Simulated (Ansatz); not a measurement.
`N=[C](O)[AlH2]` and `N=[C]([AlH2])[SiH3]` differ in one atom or group.

Ansatz, PBE0-D4/def2-TZVP geometries, multiplicity 1. Each molecule was computed in one conformer, which needn't be the lowest.

| property | `N=[C](O)[AlH2]` |
| --- | --- |
| LUMO energy (ωB97M-V/def2-TZVPP) / eV | -0.43 |
| HOMO–LUMO gap (PBE/def2-TZVPP) / eV | 3.19 |
| size of the dipole moment (ωB97M-V/def2-TZVPP) / D | 1.07 |
| LUMO energy (PBE0/def2-TZVPP) / eV | -2.11 |
| HOMO–LUMO gap (ωB97M-V/def2-TZVPP) / eV | 9.33 |
| LUMO energy (B3LYP/def2-TZVPP) / eV | -2.34 |

**Question.** Give the same properties after the change, and the shifts. (Best estimate.)

**Answer.** The calculation gave: 
```
                                          property  `N=[C]([AlH2])[SiH3]`  shift
             LUMO energy (ωB97M-V/def2-TZVPP) / eV                  -0.52  -0.09
               HOMO–LUMO gap (PBE/def2-TZVPP) / eV                   2.09  -1.10
size of the dipole moment (ωB97M-V/def2-TZVPP) / D                   1.60   0.53
                LUMO energy (PBE0/def2-TZVPP) / eV                  -2.31  -0.20
           HOMO–LUMO gap (ωB97M-V/def2-TZVPP) / eV                   8.22  -1.11
               LUMO energy (B3LYP/def2-TZVPP) / eV                  -2.52  -0.18
```

With PBE0 the HOMO rises by 0.92 eV and the LUMO falls by 0.20 eV, so the gap narrows by about 1.12 eV. PBE moves the HOMO by 0.80 eV and ωB97M-V by 1.02 eV. The zero-point energy changes by 24.4 kJ/mol with +6 modes. Dipoles are sizes alone; their direction can turn.

B3LYP here is the variant with VWN-RPA as its local correlation; programs differ in this.
